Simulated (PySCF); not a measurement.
CH4AlBrO. Atoms are numbered in the order given.

```xyz
8

Al    -1.0456     0.5001     0.0000
H     -2.6097     0.4066     0.0000
Br     0.2593    -1.3418     0.0000
O     -0.3126     2.0171     0.0000
C      0.9508     2.5986     0.0000
H      1.0797     3.2387     0.8899
H      1.0797     3.2387    -0.8899
H      1.7637     1.8497     0.0000
```
Charge 0, spin multiplicity 1.

The structure is a stationary point at PBE0-D3(BJ)/def2-SVP. The structure was generated by enumeration; whether it is a known compound was not checked. One conformer was computed; it need not be the lowest.

These are PBE0-D3(BJ)/def2-SVP run with PySCF values and carry that method's errors.

Frequencies are harmonic and unscaled.

| mode | ν (cm⁻¹) | IR (km/mol) | Raman (Å⁴/amu) | depolarisation | moving atoms (share of kinetic energy) |
|---|---|---|---|---|---|
| 1 | 76 | 4.3 | 1.5 | 0.70 | C 46 %, H 22 %, Br 19 %, Al 10 % |
| 2 | 85 | 0.0 | 0.1 | 0.75 | H 98 % |
| 3 | 154 | 11.7 | 1.0 | 0.75 | O 56 %, H 22 %, Al 13 %, C 9 % |
| 4 | 246 | 14.4 | 1.2 | 0.67 | O 63 %, Al 16 %, Br 10 %, H 8 % |
| 5 | 412 | 51.5 | 9.7 | 0.18 | Al 66 %, Br 24 % |
| 6 | 462 | 124.3 | 2.6 | 0.75 | H 80 %, Al 17 % |
| 7 | 645 | 123.0 | 11.5 | 0.74 | H 89 % |
| 8 | 749 | 159.6 | 9.7 | 0.11 | Al 48 %, C 20 %, O 19 %, H 12 % |
| 9 | 1186 | 20.4 | 2.9 | 0.75 | H 72 %, C 21 % |
| 10 | 1190 | 0.2 | 0.8 | 0.75 | H 76 %, C 19 % |
| 11 | 1269 | 307.8 | 6.5 | 0.17 | O 58 %, C 33 % |
| 12 | 1475 | 2.0 | 17.5 | 0.75 | H 97 % |
| 13 | 1477 | 2.1 | 21.9 | 0.67 | H 94 % |
| 14 | 1481 | 14.3 | 12.1 | 0.75 | H 90 %, C 9 % |
| 15 | 2024 | 125.0 | 157.0 | 0.16 | H 96 % |
| 16 | 3014 | 81.6 | 155.3 | 0.01 | H 97 % |
| 17 | 3100 | 36.1 | 81.0 | 0.55 | H 90 %, C 10 % |
| 18 | 3110 | 31.4 | 123.2 | 0.75 | H 90 %, C 10 % |
